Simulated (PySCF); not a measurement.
benzobisthiadiazole (C6H2N4S2), SMILES c1c2c(cc3nsnc13)N=S=N2. Heavy atoms are numbered as in [cH:1]1[c:2]2[c:3]([cH:4][c:5]3[n:6][s:7][n:8][c:9]13)[N:10]=[S:11]=[N:12]2. Hydrogens are named by the atom that carries them.

Geometry optimised at B3LYP-D3(BJ)/def2-SVP.

These are B3LYP/pcSseg-1 (PySCF) values and carry that method's errors.

GIAO shieldings, no solvent; atoms alike by connectivity are averaged. δ = σ(ref) − σ: ¹³C against TMS (σ = 181.3 ppm); ¹⁵N against NH3 (σ = 265.5 ppm); ³³S against H2S (σ = 695.8 ppm); ¹H against TMS (σ = 31.68 ppm), references at their B3LYP-D3(BJ)/def2-TZVP geometries, non-relativistic.

Problem. Estimate the chemical shifts. (The exact figures need the calculation; the answer reports its results.)

Solution. 
```json
[
 {"nucleus": "¹³C", "atoms": "C2", "count": "4", "δ (ppm)": "164.1"},
 {"nucleus": "¹³C", "atoms": "C1 (CH)", "count": "2", "δ (ppm)": "118.1"},
 {"nucleus": "¹⁵N", "atoms": "N6", "count": "4", "δ (ppm)": "413.4"},
 {"nucleus": "³³S", "atoms": "S7", "count": "2", "δ (ppm)": "849.5"},
 {"nucleus": "¹H", "atoms": "H on C1", "count": "2", "δ (ppm)": "9.52"}
]
```
